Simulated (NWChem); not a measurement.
System: C$_{5}$H$_{6}$; SMILES C(C=C)#CC

```xyz
11

C      0.4641     2.4200     0.0000
C     -0.4833     1.4693     0.0001
C     -0.2302     0.0678    -0.0002
C     -0.0615    -1.1335    -0.0002
C      0.1654    -2.5750     0.0001
H      1.5217     2.1734    -0.0003
H      0.1971     3.4725     0.0004
H     -1.5322     1.7677     0.0004
H      0.7380    -2.8875     0.8826
H      0.7296    -2.8894    -0.8870
H     -0.7814    -3.1287     0.0052
```
Atoms are numbered in this order, from 1.

Results from NWChem. Structure relaxed at the B3LYP/6-31G* (spherical d) level. B3LYP is NWChem's, with the RPA form of VWN correlation.

Problem. Predict the results for B3LYP/def2-TZVP. Quantities: highest occupied level (eV); orbital gap (eV); dipole (D).

Solution. 
```yaml
highest occupied level (eV): -6.51
orbital gap (eV): 5.59
dipole (D): 0.68
```
